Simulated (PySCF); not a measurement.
1,3,5-triazine cation (C3H3N3), SMILES c1ncncn1 (connectivity only; charge and spin as stated), charge +1, multiplicity 2. Atoms are numbered in the order given.

```xyz
9

C      0.0000     1.1876     0.6715
N      0.0000     1.1889    -0.6718
C      0.0000     0.0000    -1.2753
N      0.0000    -1.1889    -0.6718
C      0.0000    -1.1876     0.6715
N      0.0000     0.0000     1.2676
H      0.0000     2.1246     1.2570
H      0.0000     0.0000    -2.3883
H      0.0000    -2.1246     1.2570
```
Charge +1, spin multiplicity 2.

The structure is a stationary point at PBE-D3(BJ)/def2-SVP. The multiplicity is an assumed one; no other spin state was optimised.

Method: PBE/pcH-1 (PySCF).

Unrestricted Kohn–Sham, ⟨S²⟩ = 0.754. Hyperfine tensors hold the contact and dipolar terms, without spin-orbit corrections.

Estimate the hyperfine couplings. (The exact figures need the calculation; the answer reports its results.)


```tsv
nucleus	A(iso) (MHz)	A(iso) (G)	dipolar principal values (MHz)
13C no. 1	-26.7	-9.5	-14.4, -3.0, 17.5
14N no. 2	32.3	11.5	-12.1, -9.3, 21.5
13C no. 3	53.5	19.1	-7.1, 2.9, 4.2
14N no. 4	32.3	11.5	-12.1, -9.3, 21.5
13C no. 5	-26.7	-9.5	-14.4, -3.0, 17.5
14N no. 6	53.4	19.0	-28.5, -24.0, 52.6
1H no. 7	20.8	7.4	-6.4, -2.0, 8.4
1H no. 8	109.7	39.1	-5.3, -1.7, 7.1
1H no. 9	20.8	7.4	-6.4, -2.0, 8.4
```
